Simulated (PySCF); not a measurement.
# Calculated NMR data

[PySCF: σ from GIAO-PBE0/pcSseg-1; geometry: GFN2-xTB; a single conformation; in vacuum; equivalent nuclei averaged; relativity neglected]

Chemical shifts δ = σref − σ; 1H (31.72 ppm) and 13C (186.93 ppm) vs TMS, all at this level. Where no couplings were computed, multiplicities follow the n + 1 count of equivalent neighbours, and m marks all less simple cases (inequivalent or close neighbours, rings, F or P nearby). Shifts are as computed. Against solution values, carbons near 30 ppm lie about +3 ppm off and those near 130 ppm about +5 ppm. Of 1211 compounds with measured shifts, 218 miss one by over three times the rms of a fit or turn the order of signals round; such compounds aren't used in these exercises.

**1.** `C#Cc1ccccc1C(=O)OC`, C$_{10}$H$_{8}$O$_{2}$. 1H NMR (500 MHz, computed): δ 8.50 (d, 1H), 7.96 (d, 1H), 7.73 (m, 1H), 7.69 (m, 1H), 4.22 (s, 3H), 3.27 (s, 1H). 13C{1H} NMR (computed): δ 173.8, 141.3, 138.4, 138.4, 137.6, 133.5, 127.9, 95.2, 88.3, 51.8.

**2.** `InChI=1S/C10H8O2/c1-3-8-5-4-6-9(7-8)10(11)12-2/h1,4-7H,2H3`. 1H NMR (500 MHz, computed): δ 8.62 (s, 1H), 8.57 (d, 1H), 8.02 (d, 1H), 7.76 (m, 1H), 4.14 (s, 3H), 2.84 (s, 1H). 13C{1H} NMR (computed): δ 172.8, 144.1, 141.5, 137.5, 134.8, 133.7, 126.7, 88.6, 88.0, 54.2.
